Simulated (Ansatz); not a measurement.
One change: `C=CCSC(F)(F)F` becomes `FC(F)(F)S`.

Ansatz, PBE0-D4/def2-TZVP geometries, multiplicity 1. Each molecule was computed in one conformer, which needn't be the lowest.

```
                                          property  `C=CCSC(F)(F)F`
             HOMO energy (ωB97M-V/def2-TZVPP) / eV            -9.73
               HOMO–LUMO gap (PBE/def2-TZVPP) / eV             4.80
               HOMO energy (B3LYP/def2-TZVPP) / eV            -7.26
size of the dipole moment (ωB97M-V/def2-TZVPP) / D             2.29
                HOMO energy (PBE0/def2-TZVPP) / eV            -7.49
              HOMO–LUMO gap (PBE0/def2-TZVPP) / eV             7.10
```

Problem. What does the change do to each property? (Estimate.)

Solution. Ansatz gave: 
| property | `FC(F)(F)S` | shift |
| --- | --- | --- |
| HOMO energy (ωB97M-V/def2-TZVPP) / eV | -10.49 | -0.76 |
| HOMO–LUMO gap (PBE/def2-TZVPP) / eV | 5.45 | 0.65 |
| HOMO energy (B3LYP/def2-TZVPP) / eV | -7.97 | -0.71 |
| size of the dipole moment (ωB97M-V/def2-TZVPP) / D | 1.48 | -0.81 |
| HOMO energy (PBE0/def2-TZVPP) / eV | -8.22 | -0.73 |
| HOMO–LUMO gap (PBE0/def2-TZVPP) / eV | 7.84 | 0.74 |

Dipoles are sizes alone; their direction can turn.

B3LYP here is the variant with VWN-RPA as its local correlation; programs differ in this.
